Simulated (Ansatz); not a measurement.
Cost and result up the ladder for the cluster Ca7Si2 (9 atoms). Total charge 0; singlet. Geometry: PBE0-D4/def2-SVP.

```xyz
9

Ca    1.703   -1.379    0.460
Ca    0.268   -1.580    3.760
Ca    2.024    0.491   -2.543
Ca   -1.163    2.234   -2.407
Ca    1.384    2.424    0.484
Ca   -1.111   -1.473   -2.492
Ca   -2.236   -1.565    1.144
Si   -0.654    0.349   -0.337
Si   -0.215    0.498    1.933
```

Ansatz on 4 threads of Intel Xeon 6975P-C on a shared host. Times are rough, and most runs start from the orbitals of an earlier one. No level here is sound enough to serve as a yardstick. Binding counts from free atoms at the same level (Ca singlet, Si triplet; other spins of the atoms weren't run), without zero-point energy or a counterpoise term.

Correlated methods freeze 45 core orbitals; core or outer-core shells of Ca are correlated, in sets that lack core-valence functions. Another isomer (singlet) lies 0.53 eV lower at PBE0-D4/def2-TZVP; other spin states weren't run for this one.

Correlated methods converge slowly with the basis.

```tsv
level	functions	wall time	binding energy per atom (eV)	remarks
revPBE-D4/def2-TZVP	326	6.5 s	1.69	restricted SCF unstable in HF
PBE-D4/def2-TZVP (with forces)	326	7.5 s	1.78	restricted SCF unstable in HF
r2SCAN-D4/def2-TZVP	326	13 s	1.82	restricted SCF unstable in HF
PBE0-D4/def2-TZVP	326	17 s	1.66	restricted SCF unstable in HF
B97M-V/def2-TZVP	326	26 s	1.70	restricted SCF unstable in HF
MP2/def2-TZVP	326	76 s	1.46	restricted SCF unstable
```
